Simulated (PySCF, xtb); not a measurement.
C4H4OSe, SMILES C=C1[Se]CC1=O.

GFN2-xTB run with xtb at its own geometry gives an orbital gap of 2.08 eV and a dipole moment of 0.91 D.

The structure is a stationary point at B3LYP-D3(BJ)/def2-SVP. This is a generated structure with no PubChem entry under its InChIKey; it may be hypothetical.

**Question.** What does PySCF with r2SCAN/def2-TZVP give? (An estimate is asked for; the answer gives what the named calculation found.)

**Answer.** gap 2.82 eV (levels -5.77 and -2.95 eV), dipole 1.41 D.
